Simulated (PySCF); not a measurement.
**First hyperpolarisability of `F/C=C(/C=C/F)CF`, C5H5F3**

Method used: quadratic response B3LYP/def2-SVPD first hyperpolarisability, Taylor convention, gas phase (PySCF). Geometry: PBE0-D3(BJ)/def2-SVP.

Input:
```
{"job": {"kind": "beta", "xc": "B3LYP", "basis": "def2-SVPD", "wavelengths": [1064, 800]}, "charge": 0, "multiplicity": 1}
F     -2.066520     1.906818     0.906321
C     -1.024779     1.126740     1.173716
C     -0.505516     0.280743     0.270826
C      0.651084    -0.527532     0.634174
C      1.171366    -1.494304    -0.127766
F      2.240284    -2.179115     0.262970
C     -1.070692     0.221332    -1.116435
F     -1.413649    -1.066997    -1.466152
H     -0.640833     1.262892     2.189076
H      1.126805    -0.341907     1.602496
H      0.778615    -1.820021    -1.093946
H     -1.964181     0.856740    -1.194461
H     -0.316145     0.574920    -1.841355
```
Coordinates are in Å.

Command: `OMP_NUM_THREADS=1 python excited_run.py task.json out`

Show the output.

DR is the depolarisation ratio; parallel is 3/5 of the vector part along the dipole.
```
coarse grid: 11792 points
cycle   1  E = -492.5227038083  dE =  1.018e+00  |g| = 6.592e-01  |ddm| = 7.048e+00
cycle   2  E = -492.4335009674  dE =  8.920e-02  |g| = 9.913e-01  |ddm| = 2.027e+00
cycle   3  E = -492.5982966542  dE = -1.648e-01  |g| = 7.412e-02  |ddm| = 1.164e+00
cycle   4  E = -492.5991603473  dE = -8.637e-04  |g| = 3.259e-02  |ddm| = 1.964e-01
cycle   5  E = -492.5993714679  dE = -2.111e-04  |g| = 1.398e-02  |ddm| = 7.292e-02
cycle   6  E = -492.5994195075  dE = -4.804e-05  |g| = 4.236e-03  |ddm| = 2.639e-02
cycle   7  E = -492.5994237236  dE = -4.216e-06  |g| = 9.516e-04  |ddm| = 7.755e-03
final grid: 117712 points
cycle   8  E = -492.6740445663  dE = -4.186e-05  |g| = 6.758e-03  |ddm| = 1.554e-01
cycle   9  E = -492.6740294999  dE =  1.507e-05  |g| = 1.128e-02  |ddm| = 2.785e-02
cycle  10  E = -492.6740532026  dE = -2.370e-05  |g| = 1.026e-03  |ddm| = 1.547e-02
cycle  11  E = -492.6740534297  dE = -2.271e-07  |g| = 3.305e-04  |ddm| = 2.160e-03
cycle  12  E = -492.6740534513  dE = -2.164e-08  |g| = 1.140e-04  |ddm| = 5.894e-04
cycle  13  E = -492.6740534543  dE = -2.992e-09  |g| = 2.242e-05  |ddm| = 2.460e-04
cycle  14  E = -492.6740534544  dE = -6.219e-11  |g| = 1.471e-05  |ddm| = 6.350e-05
converged SCF energy = -492.6740534544

Lowest singlets (eV, f): 5.5597 0.4273  6.1488 0.0343  6.3248 0.0944

First hyperpolarisability (au)
process     nm      |vector|   parallel      HRS      DR
static         -       70.87     -40.45      28.34   5.674
shg       1064.0       85.17     -47.61      34.66   5.439
eope      1064.0       74.77     -42.46          -       -
shg        800.0      104.53     -56.49      43.52   5.122
eope       800.0       78.29     -44.24          -       -
```

It took 36 s wall time on 1 thread of an Arm Neoverse V1, shared host, peak memory 0.72 GiB.
